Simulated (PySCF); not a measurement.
Species: C₄H₈F₃OPSi.
SMILES with atom numbers: `[CH3:1][C@@H:2]1[C@H:3]([SiH3:4])[P@@:5]1(=[O:6])[C:7]([F:8])([F:9])[F:10]` (hydrogens: H11, H12, H13 on C1; H14 on C2; H15 on C3; H16, H17, H18 on Si4)

Torsions of this conformer, `[CH3:1][C@@H:2]1[C@H:3]([SiH3:4])[P@@:5]1(=[O:6])[C:7]([F:8])([F:9])[F:10]`: C3–P5–C7–F8 28°.

The closed-shell ground state was solved at several levels (PySCF, density fitting, gas phase, non-relativistic). Isolated species at its PBE0-D3(BJ)/def2-SVP geometry, gas phase.

```json
{"level": "CAM-B3LYP/pcSseg-1", "basis functions": "224", "HOMO (eV)": "-9.00", "LUMO (eV)": "1.08", "gap (eV)": "10.08", "dipole (D)": "3.87"}
{"level": "PBE0/pcSseg-1", "basis functions": "224", "HOMO (eV)": "-7.68", "LUMO (eV)": "0.04", "gap (eV)": "7.72", "dipole (D)": "3.82"}
```

(1) What might wB97X-D/def2-SVPD (284 basis functions) give for the same quantities?

(2) Over all these levels, which gives the widest orbital gap and which the narrowest?

(3) How far do the dipole and the HOMO energy spread over the levels?

Results:

(1) HOMO -9.58 eV, LUMO 1.37 eV, gap 10.95 eV, dipole 4.11 D.

(2) wB97X-D/def2-SVPD (range-separated hybrid) has the widest, 10.95 eV, and PBE0/pcSseg-1 (global hybrid, 25 % exact exchange) the narrowest, 7.72 eV. Functional and basis both differ between the two, so the spread mixes both effects.

(3) The dipole runs from 3.82 to 4.11 D (mean 3.93 D) and the HOMO from -9.58 to -7.68 eV.
